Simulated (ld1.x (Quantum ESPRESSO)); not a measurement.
## Transferability test, PAW potential for Mn

* Element: manganese
* Generator: ld1.x (Quantum ESPRESSO) 7.5
* Type: PAW
* Functional: PBE
* Relativity: fully relativistic
* Frozen core: [Ne]
* Valence charge: 15
* Reference configuration: 3s2 3p6 3d5 4s1.75 4p0.25
* Partial waves: 3s (bound): rcut 1.15, rcutus 1.25 bohr; 4s (bound): rcut 1.15, rcutus 1.25 bohr; 3p (bound): rcut 1.25, rcutus 1.30 bohr; 4p (bound): rcut 1.25, rcutus 1.30 bohr; 3d (bound): rcut 1.10, rcutus 1.30 bohr; 3d channel at 1.7 Ry: rcut 1.10, rcutus 1.30 bohr
* Local potential: all-electron potential smoothed inside 1.20 bohr (lloc = -1)
* Core correction: Bessel-smoothed model core inside 1.05 bohr
* Augmentation charge: BESSEL, radius 0.85 bohr

Open shells are filled in proportion to 2j + 1 (rel_dist='average').

Energies are relative to the spin-unpolarised reference configuration 3s2 3p6 3d5 4s1.75 4p0.25; without spin polarisation the order of configurations can differ from experiment. The frozen-core shift is the all-electron ΔE with the core orbitals held at their reference shape minus the fully relaxed ΔE.

Question: Give the all-electron excitation energy and the error of the potential for: 3s2 3p6 3d5 4s2 4p0; 3s2 3p6 3d5 4s1 4p0; 3s2 3p6 3d5 4s0 4p0; 3s2 3p6 3d4 4s2 4p0; 3s2 3p6 3d5 4s1.5 4p0; 3s2 3p6 3d6 4s1 4p0; 3s2 3p6 3d5.5 4s1.5 4p0.

Answer:

```csv
valence configuration,charge,ΔE all-electron (eV),error AE − PS (meV),frozen-core shift (meV)
3s2 3p6 3d5 4s2 4p0,0,-0.941,0.0,0.0
3s2 3p6 3d5 4s1 4p0,+1,7.475,+0.3,0.0
3s2 3p6 3d5 4s0 4p0,+2,23.074,+1.6,+0.1
3s2 3p6 3d4 4s2 4p0,+1,12.246,+2.0,+0.2
3s2 3p6 3d5 4s1.5 4p0,+0.5,2.420,+0.1,0.0
3s2 3p6 3d6 4s1 4p0,0,-1.299,+1.5,+0.3
3s2 3p6 3d5.5 4s1.5 4p0,0,-1.423,+0.6,+0.1
```

The ghost test of this file was not conclusive.
